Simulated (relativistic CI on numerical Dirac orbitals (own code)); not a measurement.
## Crystal-field levels of Er4+, 4f10

Calculated by Dirac-Coulomb-Breit CI, orbitals from a KLI potential per configuration, a model potential for QED, valence Slater integrals scaled by 0.7, one configuration in a parametric crystal field (own radial code).

Field parameters in Wybourne normalisation; cubic f-shell fields have B⁴₄ = √(5/14) B⁴₀ and B⁶₄ = −√(7/2) B⁶₀. The field is a parameter set, without covalency.

S and J are read from ⟨S²⟩ = S(S + 1) and ⟨J²⟩ = J(J + 1) of each level; they are not fictitious spins.

D3h, B20 = 1430, B40 = -640, B60 = -200, B66 = 360 cm⁻¹, the lowest 10 levels:

```csv
E (cm⁻¹),Degeneracy,S,J
0.0,2,1.91,8.00
33.4,1,1.91,8.00
48.4,1,1.91,8.00
58.1,2,1.91,8.00
102,2,1.91,8.00
144,2,1.91,8.00
158,1,1.91,8.00
269,1,1.91,8.00
274,2,1.91,8.00
285,2,1.91,8.00
```

Oh, B40 = 1930, B60 = 490 cm⁻¹, the lowest 10 levels:

```json
{"E (cm⁻¹)": "0.0", "Degeneracy": "2", "Irrep": "E", "S": "1.91", "J": "8.00"}
{"E (cm⁻¹)": "24.9", "Degeneracy": "3", "Irrep": "T1", "S": "1.91", "J": "8.00"}
{"E (cm⁻¹)": "146", "Degeneracy": "1", "Irrep": "A1", "S": "1.91", "J": "8.00"}
{"E (cm⁻¹)": "328", "Degeneracy": "3", "Irrep": "T1", "S": "1.91", "J": "8.00"}
{"E (cm⁻¹)": "365", "Degeneracy": "3", "Irrep": "T2", "S": "1.91", "J": "8.00"}
{"E (cm⁻¹)": "443", "Degeneracy": "2", "Irrep": "E", "S": "1.91", "J": "8.00"}
{"E (cm⁻¹)": "505", "Degeneracy": "3", "Irrep": "T2", "S": "1.91", "J": "8.00"}
{"E (cm⁻¹)": "6358", "Degeneracy": "3", "Irrep": "T2", "S": "1.96", "J": "7.00"}
{"E (cm⁻¹)": "6361", "Degeneracy": "3", "Irrep": "T1", "S": "1.96", "J": "7.00"}
{"E (cm⁻¹)": "6506", "Degeneracy": "2", "Irrep": "E", "S": "1.96", "J": "6.99"}
```

D4h, B20 = -330, B40 = -940, B44 = 400, B60 = 590, B64 = -670 cm⁻¹, the lowest 10 levels:

```json
{"E (cm⁻¹)": "0.0", "Degeneracy": "1", "Irrep": "A1", "S": "1.91", "J": "8.00"}
{"E (cm⁻¹)": "13.0", "Degeneracy": "2", "Irrep": "E", "S": "1.91", "J": "8.00"}
{"E (cm⁻¹)": "17.5", "Degeneracy": "1", "Irrep": "A2", "S": "1.91", "J": "8.00"}
{"E (cm⁻¹)": "22.2", "Degeneracy": "1", "Irrep": "B1", "S": "1.91", "J": "8.00"}
{"E (cm⁻¹)": "76.2", "Degeneracy": "2", "Irrep": "E", "S": "1.91", "J": "8.00"}
{"E (cm⁻¹)": "143", "Degeneracy": "1", "Irrep": "B2", "S": "1.91", "J": "8.00"}
{"E (cm⁻¹)": "202", "Degeneracy": "1", "Irrep": "B1", "S": "1.91", "J": "8.00"}
{"E (cm⁻¹)": "242", "Degeneracy": "1", "Irrep": "A1", "S": "1.91", "J": "8.00"}
{"E (cm⁻¹)": "257", "Degeneracy": "1", "Irrep": "A2", "S": "1.91", "J": "8.00"}
{"E (cm⁻¹)": "258", "Degeneracy": "2", "Irrep": "E", "S": "1.91", "J": "8.00"}
```

D3d, B20 = 2820, B40 = 550, B43 = -1390, B60 = -260, B63 = -980, B66 = 540 cm⁻¹, the lowest 10 levels:

| E (cm⁻¹) | Degeneracy | Irrep | S | J |
| --- | --- | --- | --- | --- |
| 0.0 | 2 | E | 1.92 | 8.00 |
| 116 | 2 | E | 1.92 | 8.00 |
| 291 | 1 | A2 | 1.91 | 8.00 |
| 318 | 1 | A1 | 1.91 | 8.00 |
| 507 | 2 | E | 1.91 | 8.00 |
| 545 | 1 | A1 | 1.91 | 8.00 |
| 549 | 2 | E | 1.91 | 8.00 |
| 573 | 1 | A2 | 1.91 | 8.00 |
| 648 | 2 | E | 1.91 | 8.00 |
| 758 | 2 | E | 1.91 | 8.00 |

D4h, B20 = 2280, B40 = 2450, B44 = -2030, B60 = -310, B64 = 590 cm⁻¹, the lowest 10 levels:

```json
{"E (cm⁻¹)": "0.0", "Degeneracy": "1", "Irrep": "A1", "S": "1.92", "J": "8.00"}
{"E (cm⁻¹)": "1.1", "Degeneracy": "1", "Irrep": "A2", "S": "1.92", "J": "8.00"}
{"E (cm⁻¹)": "241", "Degeneracy": "2", "Irrep": "E", "S": "1.91", "J": "8.00"}
{"E (cm⁻¹)": "253", "Degeneracy": "1", "Irrep": "B2", "S": "1.91", "J": "8.00"}
{"E (cm⁻¹)": "261", "Degeneracy": "1", "Irrep": "A1", "S": "1.91", "J": "8.00"}
{"E (cm⁻¹)": "281", "Degeneracy": "2", "Irrep": "E", "S": "1.91", "J": "8.00"}
{"E (cm⁻¹)": "466", "Degeneracy": "1", "Irrep": "B1", "S": "1.91", "J": "8.00"}
{"E (cm⁻¹)": "469", "Degeneracy": "1", "Irrep": "B2", "S": "1.91", "J": "8.00"}
{"E (cm⁻¹)": "569", "Degeneracy": "2", "Irrep": "E", "S": "1.91", "J": "8.00"}
{"E (cm⁻¹)": "594", "Degeneracy": "1", "Irrep": "A2", "S": "1.91", "J": "7.99"}
```

The next free-ion level lies 6181 cm⁻¹ above the lowest; the field splits the ground level into components whose J stays near 8 as long as their spread is small against that gap.

Levels of this model without a field, named by their leading LS term (the scale mimics covalency, so terms lie below those of the real free ion): ⁵I8 0, ⁵I7 6181, ⁵I6 10065, ⁵I5 12585, ⁵I4 15035, ⁵F5 15952, ⁵S2 18149, ³K8 18867 cm⁻¹.
